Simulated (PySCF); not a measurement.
## C₆ coefficients of unlike pairs at PBE0

Calculated with PySCF 2.14 from the dipole response of each species, C₆(A,B) = (3/π) ∫ α_A(iu) α_B(iu) du, in atomic units, from isotropic polarisabilities. For ions this is the dispersion term alone; charge-induced terms of lower order in 1/R come first.

| species | configuration | basis | relativity | α (bohr³) | C₆ (like pair) |
| --- | --- | --- | --- | --- | --- |
| In²⁺ | [Kr] 4d10 5s1 (2S) | x2c-TZVPPall with one added diffuse shell each of s, p, d, f type (9s7p5d3f) | spin-free X2C | 14.06 | 66.64 |
| B⁺ | [He] 2s2 (1S) | dyall-av2z (11s7p2d) | none | 10.83 | 29.64 |
| Ga²⁺ | [Ar] 3d10 4s1 (2S) | x2c-TZVPPall with one added diffuse shell each of s, p, d type (7s6p5d1f) | spin-free X2C | 9.860 | 28.06 |
| Cd⁺ | [Kr] 4d10 5s1 (2S) | x2c-TZVPPall with one added diffuse shell each of s, p, d, f type (9s7p7d3f1g) | spin-free X2C | 23.76 | 140.0 |

Q: Estimate C₆ for Ga²⁺ with In²⁺.

A: The integral gives 42.63. The combination rule 2 C_A C_B / (C_A α_B/α_A + C_B α_A/α_B) gives 43.11 and the geometric mean 43.25.

No spin-orbit coupling is included.

The other pairs:

```
     pair     C₆
 B⁺, In²⁺  42.83
  Cd⁺, B⁺  63.38
Cd⁺, Ga²⁺  62.34
Cd⁺, In²⁺  95.89
 Ga²⁺, B⁺  28.68
```
